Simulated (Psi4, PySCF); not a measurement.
Here is a job for PySCF.
```python
from pyscf import gto, scf

mol = gto.M(
    atom='''
B     0.00409589    0.01392452    0.00870572
Cl    1.75461390   -0.24874663   -0.43087965
Cl   -0.68171649   -0.74958120    1.51644082
Cl   -1.07410209    0.99423238   -1.08812167
''',
    basis='6-31g**',
    charge=-1,
    spin=1,
    verbose=4,
)

mf = scf.UHF(mol)
mf.kernel()
```

Problem. Write the same job for Psi4.

Solution. One answer among several that fit: 
```
memory 2 GB

molecule {
-1 2
B     0.00409589    0.01392452    0.00870572
Cl    1.75461390   -0.24874663   -0.43087965
Cl   -0.68171649   -0.74958120    1.51644082
Cl   -1.07410209    0.99423238   -1.08812167
}

set {
  basis 6-31g**
  reference uhf
  scf_type pk
  puream true
  d_convergence 1e-8
}

energy('scf')
print_variables()
```

Both were run: PySCF gave -1403.226531 Eh and Psi4 -1403.226531 Eh, 0.000 mEh apart.
